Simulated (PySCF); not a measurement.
B(F)(NCO)(OMe) (C₂H₃BFNO₂), SMILES FB(N=C=O)OC. Heavy atoms are numbered as in [B:1]([F:2])([N:3]=[C:4]=[O:5])[O:6][CH3:7]. Hydrogens are named by the atom that carries them.

The structure is a stationary point at r2SCAN-D4/def2-SVP. The structure was generated by enumeration, and PubChem lists no compound with its InChIKey, so it may never have been made. Other conformers were not sampled.

Level of theory: PBE/pcSseg-1 in PySCF.

GIAO shieldings, no solvent; atoms alike by connectivity are averaged. δ = σ(ref) − σ: ¹¹B against BF3 (σ = 83.9 ppm); ¹⁹F against CFCl3 (σ = 133.6 ppm); ¹⁵N against NH3 (σ = 267.0 ppm); ¹³C against TMS (σ = 182.0 ppm); ¹⁷O against H2O (σ = 334.3 ppm); ¹H against TMS (σ = 31.49 ppm), references at their B3LYP-D3(BJ)/def2-TZVP geometries, non-relativistic.

```
atoms     nucleus  count  δ (ppm)
--------  -------  -----  -------
B1            ¹¹B      1      ___
F2            ¹⁹F      1      ___
N3            ¹⁵N      1      ___
C4            ¹³C      1    126.9
C7 (CH3)      ¹³C      1     59.2
O5            ¹⁷O      1      ___
O6            ¹⁷O      1    118.2
H on C7        ¹H      3     4.18
```

### Question
Fill in the missing entries. (Estimate from the structure and the level; the computed values follow.)

### Answer

- B1, δ (ppm): 1.6
- O5, δ (ppm): 166.4
- N3, δ (ppm): 62.2
- F2, δ (ppm): -123.7
